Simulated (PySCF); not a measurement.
wavenumber (cm⁻¹), absorption (km/mol per cm⁻¹) and a bar:
```
        0      0.001 
       10      0.001 
       19      0.001 
       29      0.001 
       39      0.002 
       48      0.002 
       58      0.002 
       67      0.002 
       77      0.003 
       87      0.005 
       96      0.010 
      106      0.031 
      116      0.015 
      125      0.006 
      135      0.004 
      145      0.003 
      154      0.003 
      164      0.003 
      173      0.003 
      183      0.003 
      193      0.003 
      202      0.003 
      212      0.004 
      222      0.004 
      231      0.004 
      241      0.004 
      251      0.005 
      260      0.005 
      270      0.006 
      279      0.007 
      289      0.007 
      299      0.008 
      308      0.009 
      318      0.011 
      328      0.012 
      337      0.014 
      347      0.017 
      357      0.021 
      366      0.028 
      376      0.038 
      385      0.062 
      395      0.137 #
      405      0.326 ##
      414      0.154 #
      424      0.120 #
      434      0.152 #
      443      0.247 ##
      453      0.511 ####
      463      1.519 ###########
      472      4.228 ##############################
      482      1.412 ##########
      491      0.483 ###
      501      0.232 ##
      511      0.135 #
      520      0.088 #
      530      0.061 
      540      0.045 
      549      0.035 
      559      0.028 
      569      0.023
```

This is the computed harmonic infrared spectrum of singlet TiSe2, Lorentzian lines of 14 cm⁻¹ full width. Level of theory: B3LYP in PySCF with Ti def2-SVP, Se def2-SVP; no relativity; density-fitted integrals.

Q: Which bands make it up, and how are they assigned?

A: In C2v symmetry, counting bands above 1 % of the strongest: 404 cm⁻¹ (a1, 6.2 km/mol); 472 cm⁻¹ (b2, 93 km/mol).

Only a few start shapes were tried, so a lower isomer may exist.
